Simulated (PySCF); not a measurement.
CdH2S. Atoms are numbered in the order given.

```xyz
4

Cd     0.0002     0.5807     0.0000
H      0.0332     2.2431     0.0000
S     -0.0813    -1.7641     0.0000
H      1.2569    -1.8904     0.0000
```
Charge 0, spin multiplicity 1.

Geometry: PBE0-D3(BJ)/def2-TZVP. The def2 effective core potentials stand for the cores of Cd; spin–orbit coupling is left out.

Computed with PBE0/def2-TZVPD (PySCF).

The molecule is in vacuum.

The total energy comes out as -567.04044 hartree, the point group is Cs and the highest occupied level is -7.12 eV. The lowest empty level is -0.87 eV and the orbital gap comes out as 6.24 eV. The dipole moment is 1.53 D and the quadrupole, principal values (traceless, Buckingham form, about the centre of nuclear charge) is -8.92, 1.29, 7.64 D·Å. The mean static polarisability is 56.3 bohr³ (8.34 Å³) and the polarisability, principal values is 45.4, 46.6, 76.9 bohr³.
